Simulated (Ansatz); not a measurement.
## How basis sets differ on BrCl (bromine chloride)

BrCl has 2 atoms, charge 0, and is taken as a singlet. As SMILES, `ClBr`. Geometry: the measured bond length.

```csv
atom,x (Å),y (Å),z (Å)
Cl,0.0000,0.0000,0.0000
Br,0.0000,0.0000,2.1361
```

Quantity: the dipole moment, in D. The values are calculated.

**The experiment to reproduce.** NIST CCCBDB gives the dipole moment of the gas as 0.52 D.

| level | kind | program | value (D) | computed − measured |
| --- | --- | --- | --- | --- |
| SPW92/cc-pVDZ | LDA | Ansatz | 0.51 | -0.01 |
| SPW92/6-31G* (Cartesian functions) | LDA | Ansatz | 0.49 | -0.03 |
| SPW92/cc-pVTZ | LDA | Ansatz | 0.44 | -0.08 |
| SPW92/pcseg-2 | LDA | Ansatz | 0.44 | -0.08 |
| SPW92/def2-TZVPP | LDA | Ansatz | 0.42 | -0.10 |
| SPW92/aug-cc-pVTZ | LDA | Ansatz | 0.43 | -0.09 |
| SPW92/cc-pVQZ | LDA | Ansatz | 0.42 | -0.10 |

Nearest: SPW92/cc-pVDZ (-0.01 D); farthest: SPW92/def2-TZVPP (-0.10 D). The measured dipole is a vibrational average, so differences of a few hundredths of a debye mean little. All-electron rows without a relativistic Hamiltonian named are non-relativistic. Magnitudes only: a small dipole may point the other way at some levels.
